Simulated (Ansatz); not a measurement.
H₄InO₃P, SMILES `OP(O)[O][InH2]`. Charge 0, multiplicity 1. Correlated methods include outer-core shells of In, which these sets cover unevenly. In: def2 effective core potential.

```xyz
9

O     2.058   -1.110   -0.008
P     0.469   -1.403   -0.092
O    -0.107   -0.260    1.109
O    -0.032   -0.507   -1.268
In   -1.197    1.053   -0.464
H     2.299   -0.236   -0.344
H    -0.323   -0.650    1.961
H    -2.834    0.592   -0.343
H    -0.332    2.522   -0.551
```

(1) Give the diagnostics of a CCSD(T)/def2-TZVPP run (frozen core, the Gaussian-basis code of Ansatz). (An estimate is asked.)

Results:

(1) The calculation gave: T1 = 0.0155, largest single amplitude 0.019, largest double 0.034, (T) share of the correlation energy 3.6 %, 10 CCSD cycles. The RHF solution is stable towards an unrestricted one. T1 lies under the customary mark of 0.02 for closed shells.
